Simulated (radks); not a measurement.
Isoelectronic series with 5 electrons, all held in the configuration [He] 2s2 2p1, which need not be the ground one along the series. Calculated with a radial shooting solver on a logarithmic mesh with Libxc functionals: Dirac Kohn-Sham, LDA (Slater exchange, Perdew-Wang correlation), spin-unpolarised, spherical densities, finite nucleus; open shells fill j = l - 1/2 first; Fermi nuclear charge, rms radius of each element as measured or else 0.836 A^(1/3) + 0.57 fm. Total energies (hartree) and orbital eigenvalues (Ry):

ion    E (hartree)      2p1/2      2s1/2      1s1/2
B        -24.35070   -0.27315   -0.68960  -13.13158
N2+      -52.48598   -2.76608   -3.59345  -30.91398
F4+      -91.66941   -7.30635   -8.53962  -56.77563
Al8+    -203.26909  -22.44548  -24.48899  -132.6772
Cl12+   -359.44941  -45.68350  -48.54374  -240.9570
K14+    -454.39063  -60.36132  -63.63423  -307.3218
Sc16+   -560.65356  -77.09434  -80.78359  -381.8934
V18+    -678.31471  -95.89701  -100.0068  -464.7218
Mn20+   -807.45923  -116.7857  -121.3208  -555.8631
Co22+   -948.18164  -139.7786  -144.7444  -655.3797
Cu24+  -1100.58573  -164.8962  -170.2984  -763.3402
Ga26+  -1264.78515  -192.1607  -198.0059  -879.8198
As28+  -1440.90400  -221.5967  -227.8919  -1004.901

Estimate the row of P10+.

Answer. E (hartree) -275.76208; 2p1/2 -33.04840; 2s1/2 -35.49905; 1s1/2 -182.7548.
